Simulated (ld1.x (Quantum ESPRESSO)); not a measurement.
## What one change does to a pseudopotential (chlorine, TM)

Cl (Z = 17), norm-conserving Troullier–Martins (Kleinman–Bylander form), made with ld1.x (Quantum ESPRESSO) 7.5 (LDA (PZ), non-relativistic). Core [Ne], reference 3s2 3p5. Waves: 3p (bound): rc 1.40 bohr; 3s (bound): rc 1.05 bohr. Local part: the s channel. Core correction: a·sin(br)/r model core, default radius (core density twice the valence density).

All-electron outer shells of the reference configuration (LDA (PZ), non-relativistic, ld1.x):

| shell | level (eV) | outermost node (bohr) | outermost maximum (bohr) |
| --- | --- | --- | --- |
| 2p | -191.57 | – | 0.30 |
| 3s | -20.53 | 0.56 | 1.29 |
| 3p | -8.72 | 0.53 | 1.43 |

Change: local potential the p channel.

Cutoffs: the cutoffs (Ry, on a coarse ladder) from which the occupation-weighted sum of valence levels, in a spherical-Bessel basis at the reference potential, stays within 10 and 1 mRy of its value at 400 Ry; they do not see the model core or the augmentation charge, which bear on the density cutoff. Errors are all-electron minus pseudo energies relative to the spin-unpolarised reference configuration.

**Question.** What does the change do?

**Answer.** The potential gets neither clearly harder nor softer (70 Ry and 160 Ry → 70 Ry and 160 Ry); of the 9 tests that both files solve, the error grows in 0 and shrinks in 2 by more than 15 % and 0.3 meV (median size 5.2 → 4.2 meV); neither file shows a bound ghost.

| quantity | base | changed |
| --- | --- | --- |
| cutoff, loose | 70 Ry | 70 Ry |
| cutoff, tight | 160 Ry | 160 Ry |
| bound ghosts | none | none |
| error for 3s2 3p4, meV [ΔE 13.99 eV] | +5.2 | +4.2 |
| error for 3s2 3p3, meV [ΔE 39.53 eV] | +33 | +28 |
| error for 3s2 3p2, meV [ΔE 77.93 eV] | +106 | +93 |
| error for 3s2 3p1, meV [ΔE 130.30 eV] | +256 | +233 |
| error for 3s2 3p4.5, meV [ΔE 5.64 eV] | +1.0 | +0.8 |
| error for 3s1 3p6, meV [ΔE 11.87 eV] | -0.7 | -0.9 |
| error for 3s2 3p5.3, meV [ΔE -2.18 eV] | +0.2 | +0.1 |
| error for 3s2 3p5 (spin-polarised), meV [ΔE -0.19 eV] | +3.2 | +3.2 |
| error for 3s2 3p4 (spin-polarised), meV [ΔE 13.11 eV] | +21 | +20 |
| s: phases at 1.55 bohr within 0.05 rad from the reference energy up to (Ry; the scan ends near 5) | 4.9 | to the end of the scan |
| p: phases at 1.55 bohr within 0.05 rad from the reference energy up to (Ry; the scan ends near 5) | to the end of the scan | to the end of the scan |
